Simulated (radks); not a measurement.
Isoelectronic series with 25 electrons, all held in the configuration [Ar] 3d5 4s2, which need not be the ground one along the series. Method: non-relativistic Kohn-Sham, PBEsol, spin-polarised, spherical densities, point nucleus; open shells are filled with parallel spins first (spin-orbit coupling, left out, can overturn this in heavy ions); computed with a radial shooting solver on a logarithmic mesh with Libxc functionals. Total energies (hartree) and screening constants sigma, defined by e = -(Z - sigma)^2 / (2 n^2) hartree:

| ion | E (hartree) | 4s down | 4s up | 3d up | 3p down |
|---|---|---|---|---|---|
| Mn | -1149.64430 | 22.720 | 22.469 | 22.637 | 19.211 |
| Zn5+ | -1767.09643 | 20.902 | 20.801 | 20.934 | 18.772 |
| Br10+ | -2524.81140 | 20.289 | 20.204 | 20.342 | 18.427 |
| Zr15+ | -3422.17887 | 19.950 | 19.872 | 20.015 | 18.208 |
| Rh20+ | -4459.00555 | 19.731 | 19.656 | 19.805 | 18.058 |
| Sn25+ | -5635.20378 | 19.576 | 19.503 | 19.656 | 17.948 |
| Cs30+ | -6950.7270 | 19.460 | 19.389 | 19.545 | 17.865 |
| Nd35+ | -8405.5480 | 19.370 | 19.300 | 19.459 | 17.800 |
| Tb40+ | -9999.6497 | 19.299 | 19.229 | 19.391 | 17.747 |
| Yb45+ | -11733.0209 | 19.240 | 19.171 | 19.335 | 17.703 |
| Re50+ | -13605.6537 | 19.191 | 19.123 | 19.288 | 17.667 |
| Hg55+ | -15617.5427 | 19.149 | 19.082 | 19.248 | 17.636 |
